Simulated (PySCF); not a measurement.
NMR data simulated for an unnamed compound:

1H NMR (400 MHz, computed): δ 6.39 (m, 1H), 4.07 (d, 3H), 2.00 (m, 1H), 1.07 (d, 3H), 1.02 (d, 3H), 0.97 (m, 1H).

13C{1H} NMR (computed): δ 161.6 (C), 140.6 (CH), 35.1 (CH), 31.6 (CH), 25.2 (CH3), 24.8 (CH3).

PySCF calculation with geometry from GFN2-xTB and σ from GIAO-PBE0/pcSseg-1; no solvent, one conformer, no relativistic terms, averaged over atoms made equivalent by symmetry, fast rotation or ring inversion.

References, each an isolated molecule treated in the same way: TMS for 1H (σ = 31.72 ppm), 13C (σ = 186.93 ppm).

Which of these does the molecule contain: a (CH3)2CH unit, a Si–CH3 group, a ketone, a non-aromatic C=C double bond, a Si–H bond, an aldehyde?

Answers


- A (CH3)2CH unit: yes (δC 24.8, 31.6, 25.2; δH 1.02 (d), 2.00 (m), 1.07 (d)).
- A Si–CH3 group: no.
- A ketone: no.
- A non-aromatic C=C double bond: yes.
- A Si–H bond: yes (δH 4.07 (d)).
- An aldehyde: no.

The data belong to `CC(C)[C@H]([SiH3])/C(F)=C/F`, C₆H₁₂F₂Si; they needn't prove each group on their own.

Carbon signals by region: 1 in the far downfield region (above 160 ppm), 1 in the sp2 and nitrile region (100–160 ppm), 4 below 50 ppm. Above 160 ppm: 161.6, fully substituted alkene carbon.

Splittings by 19F in the carbon and heteronuclear signals aren't shown, as no couplings were computed. Shifts are as computed. Against solution values, carbons near 30 ppm lie about +3 ppm off and those near 130 ppm about +5 ppm. Of 1211 compounds with measured shifts, 218 miss one by over three times the rms of a fit or turn the order of signals round; such compounds aren't used in these exercises. No couplings were computed; multiplicities are counted from neighbouring protons, with m where these are inequivalent, close in shift, in a saturated or five-membered ring or joined by F or P, and br s for small geminal =CH2 splittings.
